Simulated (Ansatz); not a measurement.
Consider the formal loss of a carbene: `CO[Si](O)(F)Cl` → `[CH2]` (triplet) + `O[Si](O)(F)Cl`.

Isolated molecules relaxed with PBE0-D4/def2-TZVP in Ansatz; ΔE leaves out vibrations. CCSD(T)/CBS is the MP2 limit (def2-TZVPP, def2-QZVPP) plus CCSD(T) − MP2 in def2-TZVPP, frozen cores. This one scheme is used for every species. Functionals use def2-TZVPP. Triplets are unrestricted, without spin–orbit coupling. Each species was taken in one conformer, which may not be the lowest.

CCSD(T)/CBS gives +90.7 kcal/mol.

Problem. Another level gave +88.5 kcal/mol. Which?
A. ωB97M-V/def2-TZVPP
B. CCSD(T)/def2-TZVPP
C. r2SCAN/def2-TZVPP
D. PBE0-D4/def2-TZVPP

Solution. B. CCSD(T)/def2-TZVPP 88.5, ωB97M-V 91.9, PBE0-D4 90.5, r2SCAN 85.3 kcal/mol.

Largest T1 diagnostic among the species: 0.011.

In def2-TZVPP, CCSD(T) changes the Hartree–Fock value by +29.9 kcal/mol (the triples alone add +2.5 kcal/mol) and MP2 by +31.7 kcal/mol. From PBE to PBE0 (25 % exact exchange), in def2-TZVPP and without D4, ΔE moves by −2.1 kcal/mol.

CCSD(T)/CBS has its own doubt, a few kJ/mol and more with outer-core shells, so smaller differences from it don't rank the levels.
